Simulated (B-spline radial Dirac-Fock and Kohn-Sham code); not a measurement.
Kohn-Sham estimates against Dirac-Fock for the levels of Ni

System: atomic nickel in the configuration [Ar] 3d10 (not the ground configuration).

The density-functional columns are spherical, spin-unpolarised Dirac-Kohn-Sham results without Breit or QED terms: −ε is minus the orbital energy of the initial state and ΔSCF the difference of two total energies. The reference in the last column comes from ΔSCF Dirac-Fock with Breit, self-energy and vacuum polarisation, finite nucleus, configuration average. All numbers are from a radial B-spline solver, in eV; a selection of levels is shown. For the 1s level of heavy atoms much of the gap between ΔSCF and the reference is the Breit and QED part, -14.5 eV here; for other levels the error of the functional can be larger.

```
level  LDA −ε  LDA ΔSCF  Dirac-Fock
    K  8184.9    8348.6      8332.6
   L1   970.4     991.2      1012.4
   L2   846.6     873.2       871.8
   L3   829.1     855.1       854.7
   M1   102.1     108.1       116.4
   M2   64.54     70.42       73.13
   M3   62.36     68.22       71.05
   M4    2.32      7.45        2.19
   M5    2.12      7.23        2.01
```

Values without a named source are computed, but for edge energies of neutral atoms, which are taken from tables.
